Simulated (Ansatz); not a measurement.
Z-matrix (Å, degrees):
```
Ge
C 1 1.928
Cl 1 2.181 2 106.6
N 1 1.820 2 108.7 3 -121.7
H 1 1.533 2 116.1 3 116.9
C 2 1.326 1 123.6 3 -3.0
H 2 1.088 1 116.5 3 176.7
H 4 1.010 1 115.2 2 -177.0
H 4 1.011 1 114.7 2 55.0
H 6 1.086 2 121.7 1 -0.2
H 6 1.086 2 121.6 1 179.7
```

Charge 0, multiplicity 1.

Task: List the ωB97M-V/def2-TZVPP orbital energies in eV (Ansatz). (Estimate.)

Result: Computed: Occupied: -10867.21, -2771.33, -1362.98, -1210.73, -1210.69, -1210.69, -394.42, -281.90, -281.80, -261.72, -199.19, -199.07, -199.07, -174.83, -124.15, -124.04, -124.02, -36.96, -36.92, -36.87, -36.79, -36.78, -26.57, -25.08, -24.35, -19.37, -17.48, -16.26, -15.63, -14.18, -13.55, -12.70, -11.68, -11.14, -10.80, -10.57, -10.14. Lowest empty: 1.34, 2.50, 2.59, 3.42, 3.54, 4.00, 4.27, 4.52.
